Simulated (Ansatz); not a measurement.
Species: sum formula InOH (charge 0, singlet). SMILES: [OH][In]
Geometry: optimised at B3LYP-D3(BJ)/def2-TZVP (Ansatz, a program for electronic structure).

Wanted: atomisation energy (electronic, to ground-state atoms), in kJ/mol. Correlated levels leave the core frozen unless marked. Open shells are spin-unrestricted. No spin-orbit coupling. The frozen core is the preceding noble-gas configuration, with the filled d and f shells of earlier blocks. Past Kr the def2 sets carry scalar-relativistic core potentials. The coupled-cluster limit lacks core correlation, which all-electron functionals hold. CBS(X,Y): correlation extrapolated as X^-3; Hartree-Fock from the larger set.

```
level         program  atomisation energy (kJ/mol)
------------  -------  ---------------------------
HF/def2-SVPD   Ansatz                        537.9
```

Task: Predict the CCSD(T)/CBS(def2-TZVPPD,def2-QZVPPD) result (Ansatz).

Result: 866.7 kJ/mol, so HF/def2-SVPD differs from it by -328.8 kJ/mol.
